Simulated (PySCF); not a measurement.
MoF6, SMILES [F][Mo]([F])([F])([F])([F])[F], multiplicity 1.

Coordinates come from a B3LYP-D3(BJ)/def2-SVP optimisation. The spin state was assumed, not searched. The isomer is the one that the SMILES or the coordinates give; other isomers of the formula were not compared. The def2 effective core potentials stand for the cores of Mo; spin–orbit coupling is left out.

Method: PBE/def2-TZVP in PySCF.

Symmetry labels are those of the subgroup D2h that the program uses (full group Oh).

### Question
List the valence orbital energies around the gap with their symmetry. (Estimate from the structure and the level; the computed values follow.)

### Answer

```csv
orbital,symmetry,energy (eV)
HOMO−7,B2u,-11.32
HOMO−6,B3u,-11.32
HOMO−5,B2u,-11.29
HOMO−4,B3u,-11.29
HOMO−3,B1u,-11.29
HOMO−2,B1g,-10.67
HOMO−1,B2g,-10.67
HOMO,B3g,-10.67
LUMO,B1g,-6.19
LUMO+1,B2g,-6.19
LUMO+2,B3g,-6.19
LUMO+3,Ag,-1.35
```
